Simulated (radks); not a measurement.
The numbers below are computed, except where a source is named.
Q: All-electron atom: the hafnium ion Hf50+ in [Ar] 3d4. Code: a radial shooting solver on a logarithmic mesh with Libxc functionals. Model: scalar-relativistic Kohn-Sham, TASK exchange with Perdew-Wang LDA correlation, spin-polarised, spherical densities, finite nucleus; open shells are filled with parallel spins first (spin-orbit coupling, left out, can overturn this in heavy ions); meta-GGA in the generalised Kohn-Sham scheme; Fermi nuclear charge, rms radius 5.347 fm. Some entries of the table are withheld. Estimate them.

orbital  occ.  eigenvalue (eV)  <r> (bohr)
1s up       1        -68519.63     0.01900
1s down     1        -68519.62     0.01900
2s up       1        -14305.21     0.08000
2s down     1        -14273.56     0.07988
2p up       3        -12951.93         (1)
2p down     3        -12927.46         (2)
3s up       1              (3)      0.1983
3s down     1              (4)      0.1989
3p up       3              (5)      0.1956
3p down     3              (6)      0.1963
3d up       4        -4494.944      0.1741

A: 
(1) 2p up <r> (bohr): 0.07130
(2) 2p down <r> (bohr): 0.07116
(3) 3s up eigenvalue (eV): -5321.356
(4) 3s down eigenvalue (eV): -5290.888
(5) 3p up eigenvalue (eV): -4914.508
(6) 3p down eigenvalue (eV): -4882.995
